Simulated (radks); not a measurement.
Values are calculated unless marked as measured or tabulated.
Dipole-allowed excitations along the series with 10 electrons in [Ne]. Level of theory: non-relativistic Kohn-Sham, LB94 model potential, spin-polarised, spherical densities, point nucleus (a radial shooting solver on a logarithmic mesh with Libxc functionals). Time-dependent linear response with the Hartree and adiabatic LDA kernel, continuum included through the Sternheimer equations. Lines are the poles of the dipole polarisability below minus the highest occupied eigenvalue, found on a grid refined at the orbital gaps; the lowest seven at most are given, and weak or close lines can be missed. The first line takes the name of the lowest orbital gap if no other gap lies below it; otherwise a line is named after a gap within 0.6 % of it, if that gap stands alone.

species,-e(HOMO) (eV),lowest orbital gap (eV),first line (eV),f,strongest line (eV),its f,static alpha (bohr^3)
Ar8+,415.68,2p-3s 246.76,247.52 (2p-3s),0.208,291.34 (unassigned),1.95,0.03854
K9+,495.87,2p-3s 292.50,293.36 (2p-3s),0.205,342.41 (unassigned),2.10,0.02873
Ca10+,582.88,2p-3s 342.03,342.97 (2p-3s),0.202,397.27 (unassigned),2.23,0.02188
Sc11+,676.71,2p-3s 395.35,396.37 (2p-3s),0.200,455.93 (unassigned),2.35,0.01697
Ti12+,777.36,2p-3s 452.45,453.56 (2p-3s),0.197,518.37 (unassigned),2.45,0.01337
V13+,884.82,2p-3s 513.33,514.52 (2p-3s),0.195,584.61 (unassigned),2.55,0.01068
